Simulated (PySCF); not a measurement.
## [PbF]+ at several levels of theory

Computed with PySCF 2.14.0 (density fitting, no spin-orbit coupling) at the geometry relaxed with PBE0:

```xyz
2
[PbF]+ (singlet)
Pb    0.0000    0.0000   -0.1379
F     0.0000    0.0000    1.8636
```

| level | basis | state | HOMO (eV) | gap (eV) | charge on Pb1 (e) | dipole about the centre of mass (D) | largest force component (eV/Å) |
| --- | --- | --- | --- | --- | --- | --- | --- |
| PBE0 | Pb def2-SVP with ECP60, F def2-SVP | singlet | -16.01 | 6.96 | 1.38 | 3.65 | 0.01 |
| PBE0 | Pb def2-TZVP with ECP60, F def2-TZVP | singlet | -16.15 | 7.05 | 1.40 | 3.75 | 0.67 |
| PBE0 | Pb x2c-SVPall, F x2c-SVPall | singlet | -16.03 | 6.95 | 1.39 | 3.63 | 0.08 |

Charges are Mulliken's, which hang on the basis. The relaxation used the grid (50, 194), these runs (75, 302) or, all-electron (x2c bases, spin-free X2C Hamiltonian), (99, 590).

Order these levels, in the first row's basis, by the HOMO–LUMO gap they give here, smallest first.
A. CAM-B3LYP
B. TPSSh
C. r2SCAN
D. BP86

D (4.74 eV), C (5.28 eV), B (5.84 eV), A (9.21 eV).

And their other results?


```tsv
level	state	HOMO (eV)	gap (eV)	charge on Pb1 (e)	dipole about the centre of mass (D)	largest force component (eV/Å)
CAM-B3LYP	singlet	-17.37	9.21	1.37	3.64	0.19
TPSSh	singlet	-15.20	5.84	1.35	3.45	0.23
r2SCAN	singlet	-14.86	5.28	1.36	3.45	0.14
BP86	singlet	-14.66	4.74	1.30	3.18	0.56
```

In the first row's basis the gap widens with exact exchange: 4.7 to 5.3 eV for BP86, r2SCAN (none); 5.8 to 7.0 eV for TPSSh, PBE0 (a fixed share); 9.2 eV for CAM-B3LYP (rising or full at long range).
